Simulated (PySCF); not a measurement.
**Electron correlation in Ga⁺ (gallium, charge +1)**

[Ar] 3d10 4s2, closed-shell 1S. Calculation: PySCF 2.14, in cc-pVDZ-DK; scalar relativity by spin-free X2C-1e. Frozen: [Ar] 3d10; 2 electrons correlated.

Total MP2 correlation energy: -23.45 mhartree.

Same-spin part 0.00 and opposite-spin part -23.45 mhartree; SCS-MP2 scales them by 1/3 and 6/5 to -28.13 mhartree.

With two correlated electrons CCSD is exact within the correlated space (frozen core and kept virtual orbitals).

```csv
level,correlation energy (mhartree)
CCSD,-35.62
```

Diagnostics: T1 = 0.0051, D1 = 0.0072, largest double amplitude 0.098.

Question: Is a single reference adequate?

Answer: Mostly. T1 lies below 0.03, but a double amplitude of this size points to a near-degeneracy that CCSD handles and MP2 describes poorly.
